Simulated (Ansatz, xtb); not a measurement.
Two structures of CH4BrSiZn+

We compare X, a singlet given by its coordinates, with Y, a singlet given by its coordinates. Both are isolated ions in the gas phase, relaxed with B3LYP/6-31G*.

X (Å):

```
atom   x (Å)    y (Å)    z (Å)
   C  1.3583  -1.5760  -0.5582
  Br  5.2404  -4.7771   2.4515
  Si  2.4203  -1.5324   0.9523
  Zn  3.8901  -3.2084   1.7375
   H  0.3061  -1.4319  -0.2634
   H  1.6026  -0.7121  -1.1974
   H  1.4488  -2.4960  -1.1402
   H  2.2656  -0.2590   1.7010
```

Close contacts (Å): C1–Si3 1.85, Br2–Zn4 2.19, Si3–Zn4 2.36, C1–H5 1.10, C1–H6 1.10, C1–H7 1.09, Si3–H8 1.49.

Y (Å):

```xyz
8

C     0.2894   -1.1291   -1.0421
Br    3.7685   -1.8677    1.1589
Si   -0.9429   -2.3613   -0.7016
Zn    1.9323   -1.5017    0.0142
H    -1.8617   -2.2183    0.4412
H    -0.9707   -3.6315   -1.4474
H     0.0188   -0.1194   -0.7121
H     0.6619   -1.1386   -2.0730
```

Close contacts (Å): C1–Si3 1.78, C1–Zn4 1.99, Br2–Zn4 2.19, C1–H7 1.10, C1–H8 1.10, Si3–H5 1.47, Si3–H6 1.47.

Quicker runs give these differences E(Y) − E(X): GFN2-xTB +10.24 kcal/mol; HF/STO-3G +15.87 kcal/mol (at GFN2-xTB geometries); r2SCAN-D4/def2-SVP +3.13 kcal/mol (at GFN2-xTB geometries).

Estimate E(Y) − E(X) at the level CCSD(T)/def2-SVP + ΔMP2/def2-TZVPP.

Too close to call at this level: CCSD(T)/def2-SVP + ΔMP2/def2-TZVPP gives E(Y) − E(X) = +0.65 kcal/mol.

Level by level:

| level | geometry | E(Y) − E(X) (kcal/mol) | departure from the last row (kcal/mol) | job, with rough time for the two |
| --- | --- | --- | --- | --- |
| GFN2-xTB | GFN2-xTB | +10.24 | +9.59 | optimisation, 0.19 s |
| HF/STO-3G | GFN2-xTB | +15.87 | +15.22 | single point, 3.7 s |
| r2SCAN-D4/def2-SVP | GFN2-xTB | +3.13 | +2.48 | single point, 5.5 s |
| B3LYP/6-31G* | B3LYP/6-31G* | +0.64 | −0.01 | optimisation, 76 s |
| HF/def2-SVP | B3LYP/6-31G* | +4.83 | +4.17 | part of the CCSD(T) run |
| MP2/def2-SVP | B3LYP/6-31G* | −0.29 | −0.94 | part of the CCSD(T) run |
| CCSD(T)/def2-SVP | B3LYP/6-31G* | +1.60 | +0.94 | single point |
| CCSD(T)/def2-SVP + ΔMP2/def2-TZVPP | B3LYP/6-31G* | +0.65 |  | single point, 70 s |

The largest departure from CCSD(T)/def2-SVP + ΔMP2/def2-TZVPP is that of HF/STO-3G, 15.22 kcal/mol. The last row adds to CCSD(T) the change of the MP2 difference between the two basis sets, here −0.94 kcal/mol.

With harmonic frequencies from B3LYP/6-31G* (ideal gas, rigid rotor, one conformer each, 600 K, 1 atm): on the last row, ΔE + ΔZPE = −0.56 kcal/mol. A mode under 50 cm⁻¹ makes harmonic enthalpies and free energies unreliable, so none is given.

The correlated steps freeze 20 core orbitals; the filled d shell of Br is correlated; the last core shell of Zn is correlated, in a basis made for valence electrons. Run with Ansatz 0.2.0, xtb 6.7.1; the last row on 2 threads of Arm Neoverse V2 on a shared host.
